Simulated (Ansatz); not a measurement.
trans-PdCl2(PF3)2 (P2PdCl2F6), relaxed as a singlet with RKS r2SCAN-D4/def2-SVP in Ansatz, starting from the GFN2-xTB geometry. Force threshold 0.03 eV/Å.

In the def2 sets Pd takes a core potential; there is no spin–orbit coupling.

Start:

```csv
atom,x (Å),y (Å),z (Å)
Pd1,-0.0005,-0.0057,0.0070
Cl2,-1.8650,-0.8266,-1.0217
P3,-1.6689,1.1272,0.8625
F4,-2.8254,0.3751,1.6088
F5,-2.5745,1.9903,-0.0842
F6,-1.5231,2.2577,1.9635
Cl7,1.8658,0.8186,1.0294
P8,1.6684,-1.1303,-0.8588
F9,2.8041,-0.3622,-1.6206
F10,1.5206,-2.2614,-1.9589
F11,2.5985,-1.9827,0.0730
```

Task: Estimate the energy that the relaxation releases and the steps that it takes.

Result: 37.2 kJ/mol, in 5 steps; 30 s on 6 threads of Intel Xeon on a shared host. No frequencies were taken in this run, so the end may be a saddle point.

Task: Does the start keep its bonding and symmetry?

Result: By distances, no bond broke or formed. The bond that changes most is Pd1–P3, from 2.19 to 2.24 Å (atoms count from 1). Point group C2h at the start, C2h at the end, both within 0.05 Å.

Task: Predict the relaxed structure.

Result: 
| atom | x (Å) | y (Å) | z (Å) |
| --- | --- | --- | --- |
| Pd1 | 0.000 | -0.002 | 0.002 |
| Cl2 | -1.681 | -1.032 | -1.204 |
| P3 | -1.683 | 1.176 | 0.902 |
| F4 | -2.800 | 0.366 | 1.657 |
| F5 | -2.564 | 2.029 | -0.083 |
| F6 | -1.373 | 2.271 | 1.991 |
| Cl7 | 1.680 | 1.030 | 1.208 |
| P8 | 1.683 | -1.176 | -0.902 |
| F9 | 2.794 | -0.363 | -1.662 |
| F10 | 1.373 | -2.273 | -1.988 |
| F11 | 2.572 | -2.024 | 0.080 |
Bond lengths: 6 × F–P 1.57 Å; 2 × Cl–Pd 2.31 Å; 2 × P–Pd 2.24 Å.
